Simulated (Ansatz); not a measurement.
Steps of a relaxation of C$_{3}$H$_{4}$BFO, SMILES `FB1C=COC1` with RKS PBE-D4/def2-SVP.

```sh
$ ansatz run in.yaml --threads 4 --pin off --events-out ev --progress --plain --max-ram 10444MiB
```

```yaml
crystal:
  periodic: [false, false, false]
  atoms:
    - {symbol: F, position_ang: [0.579800, 0.589300, 2.268400]}
    - {symbol: B, position_ang: [0.507500, 0.346800, 0.839800]}
    - {symbol: C, position_ang: [0.441400, -1.089800, 0.266500]}
    - {symbol: C, position_ang: [-0.099000, -1.040400, -0.873900]}
    - {symbol: O, position_ang: [-0.628500, 0.214300, -1.217600]}
    - {symbol: C, position_ang: [-0.328600, 1.208600, -0.207600]}
    - {symbol: H, position_ang: [0.893300, -1.984900, 0.746600]}
    - {symbol: H, position_ang: [-0.307600, -1.902800, -1.497900]}
    - {symbol: H, position_ang: [-1.259200, 1.594200, 0.294500]}
    - {symbol: H, position_ang: [0.284000, 2.013600, -0.615800]}
basis:
  gaussian: {orbitals: def2-SVP}
hamiltonian: {xc: pbe, dispersion: d4}
relax: {f_tol: 0.03, max_steps: 200}
```

Positions (Å) and forces (eV/Å) along the path, 8 of 8 steps:

```xyz
10
step=1 energy=-8600.2953 eV
F     0.580    0.589    2.268    0.502   -0.025   -3.052
B     0.507    0.347    0.840   -1.857   -0.686    3.475
C     0.441   -1.090    0.267    4.632   -0.374    6.590
C    -0.099   -1.040   -0.874   -3.418    2.159   -4.319
O    -0.628    0.214   -1.218    0.010   -0.652   -1.107
C    -0.329    1.209   -0.208    0.561   -1.201    0.820
H     0.893   -1.985    0.747   -0.294    0.194   -0.346
H    -0.308   -1.903   -1.498   -0.395    0.053   -0.981
H    -1.259    1.594    0.294    0.318   -0.123   -0.475
H     0.284    2.014   -0.616   -0.059    0.655   -0.605
10
step=2 energy=-8601.0983 eV
F     0.669    0.649    2.285   -0.597   -0.387   -2.491
B     0.354    0.292    0.947    1.092   -0.043    1.694
C     0.529   -1.103    0.296    0.109    0.404    1.909
C    -0.174   -1.031   -0.849    0.017    1.349   -1.137
O    -0.616    0.227   -1.245   -0.009   -1.263    0.096
C    -0.316    1.182   -0.199   -0.243   -0.454    0.817
H     0.947   -2.016    0.745   -0.108   -0.044   -0.244
H    -0.334   -1.853   -1.566   -0.331    0.266   -0.235
H    -1.269    1.601    0.212    0.052    0.057   -0.402
H     0.293    2.001   -0.623    0.019    0.115   -0.006
10
step=3 energy=-8601.2739 eV
F     0.742    0.703    2.244   -0.529   -0.427   -1.975
B     0.384    0.289    0.952    0.649   -0.074    1.452
C     0.500   -1.126    0.343   -0.271    0.764    0.261
C    -0.120   -1.008   -0.879   -0.210    0.583    0.216
O    -0.603    0.226   -1.246    0.381   -1.038    0.070
C    -0.326    1.164   -0.179   -0.076   -0.069    0.466
H     0.874   -2.060    0.783   -0.004   -0.045   -0.234
H    -0.323   -1.814   -1.608   -0.012    0.265   -0.112
H    -1.299    1.565    0.195    0.076    0.020   -0.190
H     0.252    2.010   -0.604   -0.004    0.021    0.046
10
step=4 energy=-8601.3759 eV
F     0.765    0.754    2.178   -0.150   -0.241   -0.550
B     0.385    0.281    0.963    0.256    0.100    0.384
C     0.470   -1.116    0.359    0.057   -0.058    0.364
C    -0.120   -0.998   -0.872   -0.195    0.205   -0.115
O    -0.575    0.223   -1.255    0.189   -0.538    0.159
C    -0.323    1.143   -0.162   -0.108    0.067    0.078
H     0.846   -2.062    0.774   -0.024   -0.026   -0.174
H    -0.313   -1.794   -1.617    0.052    0.185   -0.005
H    -1.305    1.519    0.193   -0.109    0.145   -0.087
H     0.253    1.999   -0.557    0.032    0.162   -0.053
10
step=5 energy=-8601.3923 eV
F     0.795    0.729    2.162    0.058    0.120    0.193
B     0.382    0.268    0.979   -0.235    0.198   -0.414
C     0.461   -1.129    0.382    0.042    0.065    0.155
C    -0.123   -0.991   -0.850   -0.036   -0.241   -0.204
O    -0.590    0.210   -1.233    0.001   -0.118   -0.067
C    -0.351    1.153   -0.162    0.260   -0.151    0.513
H     0.859   -2.084    0.756   -0.052    0.066   -0.103
H    -0.276   -1.773   -1.615   -0.020    0.064   -0.025
H    -1.330    1.576    0.150   -0.009    0.006   -0.023
H     0.256    1.992   -0.565   -0.008   -0.008   -0.026
10
step=6 energy=-8601.3869 eV rejected
F     0.797    0.725    2.172    0.035    0.076    0.112
B     0.380    0.274    0.983   -0.042   -0.012   -0.089
C     0.461   -1.124    0.383    0.024   -0.056    0.029
C    -0.124   -1.001   -0.852   -0.062    0.188   -0.031
O    -0.594    0.199   -1.233    0.113    0.237    0.377
C    -0.342    1.166   -0.130   -0.135   -0.565   -0.597
H     0.861   -2.081    0.747   -0.014    0.053   -0.009
H    -0.277   -1.777   -1.624    0.007    0.005    0.015
H    -1.336    1.582    0.136    0.031    0.035    0.099
H     0.255    1.986   -0.579    0.043    0.038    0.093
10
step=7 energy=-8601.4020 eV
F     0.792    0.743    2.164    0.001    0.010   -0.007
B     0.380    0.275    0.976   -0.020    0.006   -0.022
C     0.458   -1.126    0.382    0.011    0.029    0.055
C    -0.127   -0.997   -0.854    0.052   -0.090   -0.010
O    -0.588    0.205   -1.232   -0.017    0.062    0.013
C    -0.342    1.148   -0.149   -0.010   -0.065   -0.007
H     0.856   -2.079    0.752   -0.013   -0.004   -0.034
H    -0.277   -1.773   -1.625   -0.013    0.017    0.004
H    -1.326    1.567    0.155    0.002    0.022    0.003
H     0.257    1.986   -0.565    0.007    0.012    0.006
10
step=8 energy=-8601.4025 eV
F     0.790    0.748    2.161    0.001    0.001    0.011
B     0.376    0.274    0.976    0.012    0.020    0.023
C     0.460   -1.126    0.383   -0.013    0.002   -0.017
C    -0.125   -0.999   -0.853    0.008    0.012    0.021
O    -0.593    0.204   -1.229   -0.011   -0.015   -0.030
C    -0.346    1.146   -0.148    0.004   -0.023   -0.002
H     0.859   -2.081    0.745    0.006   -0.011    0.000
H    -0.276   -1.773   -1.626   -0.006    0.010   -0.004
H    -1.325    1.577    0.153    0.001    0.003   -0.003
H     0.263    1.979   -0.560   -0.002    0.000    0.001
```

Hardware: 4 threads of an Intel Xeon Platinum 8488C on a shared host. Wall time 10 s, peak host memory 0.17 GiB.
